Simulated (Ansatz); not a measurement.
A run on `C[Si](C)(N)O` with other settings.

```yaml
crystal:
  periodic: [false, false, false]
  atoms:
    - {symbol: C, position_ang: [-1.239344, 0.440640, -1.102751]}
    - {symbol: Si, position_ang: [0.268814, 0.142982, -0.047140]}
    - {symbol: C, position_ang: [0.147996, -1.456319, 0.904176]}
    - {symbol: N, position_ang: [0.401584, 1.428386, 1.076854]}
    - {symbol: O, position_ang: [1.620051, 0.109598, -1.013143]}
    - {symbol: H, position_ang: [-2.148794, 0.444308, -0.497362]}
    - {symbol: H, position_ang: [-1.170358, 1.402494, -1.618401]}
    - {symbol: H, position_ang: [-1.347834, -0.333399, -1.867758]}
    - {symbol: H, position_ang: [0.102859, -2.316616, 0.230400]}
    - {symbol: H, position_ang: [-0.745873, -1.474117, 1.532098]}
    - {symbol: H, position_ang: [1.019908, -1.592330, 1.550007]}
    - {symbol: H, position_ang: [1.076809, 1.363902, 1.822368]}
    - {symbol: H, position_ang: [0.337158, 2.379123, 0.748373]}
    - {symbol: H, position_ang: [1.664225, -0.568052, -1.688821]}
basis:
  gaussian: {orbitals: ANO-RCC-VTZP}
hamiltonian: {xc: {name: SPW92}}
scf: {lower_state_search: light}
```

```sh
$ ansatz run in.yaml --threads 4 --pin off --events-out ev --progress --plain --max-ram 10444MiB
```

Shortened log:

```
Functional definition: SPW92
1747 factors; their error is unknown
mean field evaluation 1: about -13552.1383 eV, gradient 1.2e2 eV
mean field evaluation 2: about -13459.2098 eV, gradient 2.1e2 eV
mean field evaluation 4: about -13580.2455 eV, gradient 2.2e1 eV
mean field evaluation 8: about -13581.3247 eV, gradient 2.3e-1 eV
mean field evaluation 16: about -13581.2785 eV, gradient 2.6e-4 eV
mean field -13581.27853347 eV, -499.1027803837 hartree, gradient 2.4e-5 eV, S^2 0.000000; 0 other end points of the search recorded, 0 dependent functions left out
reference -13581.27861254 eV, -499.1027832897 hartree; 25, 25 occupied and 255, 255 virtual orbitals, 1747 factors
Total energy: -13581.27861254 eV, -499.1027832897 hartree
Relativity: scalar
```

It took 1.6 s on 4 threads of an AMD EPYC 9R45 on a shared host, with 0.56 GiB of host memory at the peak.
